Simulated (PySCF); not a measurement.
# Multinuclear NMR of C₆H₉NOSi

Bonds (- single, = double, # triple, : aromatic): C1=C2, C2-C3, C3-C4, C4=C5, C3-O6, O6-Si7, Si7-C8, C8#N9. C1 carries H10, H11; C2 carries H12; C3 carries H13; C4 carries H14; C5 carries H15, H16; Si7 carries H17, H18. H11, H16 are cis to C3; H10, H15 are trans to C3.

[PySCF 2.14: shieldings: GIAO PBE0/pcSseg-1; geometry: GFN2-xTB; isolated molecule; averaged over atoms made equivalent by symmetry, fast rotation or ring inversion; single conformer; relativity neglected]

Problem. What are the ²⁹Si shifts?

Solution. 
| atoms | environment | σ (ppm) | δ (ppm) |
| --- | --- | --- | --- |
| Si7 | silicon bonded to C, O, 2 H | 412.3 | -58.9 |

Shieldings were converted by a linear fit to measured shifts: ²⁹Si (scatter 8.9 ppm rms, 25.8 ppm with the 6 outliers that the fit left out vs TMS, solution or neat liquid). A few per cent of atoms miss by over 2 rms, more outside the fitted compound classes.

On a 400 MHz spectrometer ²⁹Si resonates near 79.5 MHz, so 1 ppm is 79.5 Hz.

Problem. Where does ¹⁵N resonate?

Solution. 
```json
{"atoms": "N9", "environment": "nitrile nitrogen", "σ (ppm)": "-96.6", "δ (ppm)": "-59.1"}
```

Shieldings were converted by a linear fit to measured shifts: ¹⁵N: δ = -148.07 − 0.921σ (rms 6.3 ppm, 71 shifts vs CH3NO2, solution or neat liquid). Occasional misses reach two or three times the rms, and more in compound classes unlike the fitted ones.

On a 600 MHz spectrometer ¹⁵N resonates near 60.8 MHz, so 1 ppm is 60.8 Hz.

Problem. Predict the ¹⁷O NMR data.

Solution. 
```tsv
atoms	environment	σ (ppm)	δ (ppm)
O6	oxygen bonded to C, Si	277.7	13.7
```

Shieldings were converted by a linear fit to measured shifts: ¹⁷O: δ = 266.70 − 0.911σ (rms 10.7 ppm, 155 shifts, 12.2 ppm with the 3 outliers that the fit left out vs liquid water, solution or neat liquid). Occasional misses reach two or three times the rms, and more in compound classes unlike the fitted ones.

On a 500 MHz spectrometer ¹⁷O resonates near 67.8 MHz, so 1 ppm is 67.8 Hz.
